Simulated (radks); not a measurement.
Values are calculated unless marked as measured or tabulated.
The iodine ion I3+, configuration [Kr] 4d10 5s2 5p2.

Level of theory: scalar-relativistic Kohn-Sham, Slater X-alpha with alpha = 0.862, spin-polarised, spherical densities, finite nucleus; open shells are filled with parallel spins first (spin-orbit coupling, left out, can overturn this in heavy ions); Fermi nuclear charge, rms radius 4.75 fm (a radial shooting solver on a logarithmic mesh with Libxc functionals).

Energy parts (eV):
part                   energy
total             -194645.762
kinetic            204354.440
electron-nucleus  -468530.134
Hartree             75521.932
exchange            -5992.001

Orbitals (lengths in bohr, moments of r in powers of bohr; r(90%) holds 90 % of the orbital's charge):
orbital  occ.  eigenvalue (eV)   <1/r>  r(90%)      <r^4>
1s up       1        -33120.29   56.85  0.0489  2.634e-06
1s down     1        -33120.16   56.85  0.0489  2.634e-06
2s up       1        -5168.474   13.05   0.181  0.0004466
2s down     1        -5168.415   13.05   0.181  0.0004466
2p up       3        -4651.648   12.49   0.166  0.0003216
2p down     3        -4651.553   12.49   0.166  0.0003216
3s up       1        -1076.879   4.686   0.460    0.01904
3s down     1        -1076.767   4.686   0.460    0.01904
3p up       3        -908.5411   4.460   0.466    0.01989
3p down     3        -908.4192   4.460   0.466    0.01989
3d up       5        -655.3744   4.227   0.450    0.01720
3d down     5        -655.2631   4.227   0.450    0.01720
4s up       1        -219.0063   1.903    1.06     0.5469
4s down     1        -218.7508   1.904    1.06     0.5441
4p up       3        -165.7675   1.746    1.15     0.7473
4p down     3        -165.4659   1.748    1.14     0.7389
4d up       5         -87.6401   1.468    1.37      1.534
4d down     5         -87.1149   1.476    1.36      1.470
5s up       1         -49.8400  0.7273    2.57      18.80
5s down     1         -46.8874  0.7387    2.55      18.38
5p up       2         -37.2744  0.6288    2.95      32.60
5p down     0         -34.0779  0.6331    2.97      33.47

The highest occupied level is 5p up at -37.274 eV. Summed over all electrons, <r^2> = 33.46 bohr^2, which gives a Langevin (diamagnetic) susceptibility term of -26.5 x 10^-6 cm^3/mol. The spin density at the nucleus is -4.822 e/bohr^3 (1s -0.457, 2s 0.111, 3s -0.018, 4s -0.271, 5s -4.186). The electron density at the nucleus is 2.57e+05 e/bohr^3 (large components only). Spin moment in Bohr magnetons: 2.
